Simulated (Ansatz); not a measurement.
`N[SiH](Cl)Br` + CH₄ → `C[SiH](N)Br` + HCl at 298.15 K and 1 bar (formal exchange of groups at the Si–Cl bond).

Gas-phase electronic energies from Ansatz, PBE0-D4/def2-TZVP geometries. CBS: MP2 limit from def2 TZ/QZ plus the TZ coupled-cluster correction, frozen cores. This one scheme is used for every species. For Br outer-core shells are correlated without core-valence functions, which leaves a few kJ/mol of doubt a bond. Scalar relativity is left out up to krypton. Each species was taken in one conformer, which may not be the lowest.

```
       species  CCSD(T)/CBS energy (Eh)  H − E (kJ/mol)  S (J/(mol·K))
`N[SiH](Cl)Br`              -3378.82013           118.5          340.7
           CH₄                -40.46206           127.4          186.2
 `C[SiH](N)Br`              -2958.86440           212.6          342.9
           HCl               -460.38127            26.6          186.8
```

H − E and S are ideal-gas, rigid-rotor, harmonic terms from PBE0-D4/def2-TZVP, for one conformer and one mirror image of each species. 1 Eh = 2625.50 kJ/mol, R = 8.31446 J/(mol·K).

Task: By hand: ΔE, ΔH, ΔS and ΔG.

Result: ΔE = (-2958.86440) + (-460.38127) − (-3378.82013) − (-40.46206) = 0.03652 Eh = 95.9 kJ/mol. Δ(H − E) = 212.6 + 26.6 − 118.5 − 127.4 = -6.7, so ΔH = 89.2 kJ/mol. ΔS = 342.9 + 186.8 − 340.7 − 186.2 = 2.8 J/(mol·K). ΔG = 89.2 − 298.15 × (2.8)/1000 = 88.4 kJ/mol.

Task: By hand: the equilibrium constant, and the temperature at which ΔG would vanish if ΔH and ΔS stayed fixed.

Result: log₁₀ K = −ΔG/(RT ln 10) = -15.5. ΔG = 0 at ΔH/ΔS = 31857 K, far beyond where these terms or the molecules hold.

The number of gas molecules stays the same, so ΔS is small and ΔH decides. A doubt of 5 kJ/mol in ΔE shifts log₁₀ K by 0.9 here. Other conformers and mirror images would add mixing entropy, several J/(mol·K) or more a flexible species. These are equilibria of isolated gas molecules and say nothing of rates. Largest T1 diagnostic: 0.008 (customary marks: 0.02 for closed shells, 0.045 for open ones).
